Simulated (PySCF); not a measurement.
C₂H₇ClOSi, SMILES [C@H](C)(O)[SiH2]Cl.

Geometry: PBE-D3(BJ)/def2-SVP. The structure was generated by enumeration; whether it is a known compound was not checked. The values are those of a single conformer.

Computed with TDDFT-PBE0/def2-SVPD (PySCF 2.14.0).

Vertical excitations. Isolated molecule, no solvent.

| state | energy (eV) | λ (nm) | f | main pairs |
|---|---|---|---|---|
| S1 | 6.32 | 196 | 0.007 | HOMO→LUMO 98 % |
| S2 | 6.52 | 190 | 0.001 | HOMO→LUMO+1 95 % |
| S3 | 7.32 | 169 | 0.011 | HOMO→LUMO+2 59 %, HOMO−1→LUMO 34 % |
| S4 | 7.36 | 169 | 0.021 | HOMO−1→LUMO 53 %, HOMO→LUMO+2 34 %, HOMO−1→LUMO+1 9 % |
| S5 | 7.70 | 161 | 0.053 | HOMO→LUMO+3 56 %, HOMO−2→LUMO 33 % |
| S6 | 7.75 | 160 | 0.013 | HOMO→LUMO+4 86 % |
| S7 | 7.76 | 160 | 0.071 | HOMO−2→LUMO 52 %, HOMO→LUMO+3 36 % |
| S8 | 7.94 | 156 | 0.029 | HOMO−1→LUMO+1 76 % |
| S9 | 8.07 | 154 | 0.044 | HOMO−2→LUMO+1 71 % |
| S10 | 8.11 | 153 | 0.011 | HOMO→LUMO+5 72 % |
| T1 | 6.05 | 205 | 0 | HOMO→LUMO 90 % |
| T2 | 6.18 | 201 | 0 | HOMO→LUMO+1 80 % |
| T3 | 6.84 | 181 | 0 | HOMO→LUMO+2 63 %, HOMO→LUMO+3 19 % |
| T4 | 6.91 | 179 | 0 | HOMO−1→LUMO 85 % |
Triplets are in the Tamm–Dancoff approximation, which puts them higher than full response would, so one can lie above its singlet here.
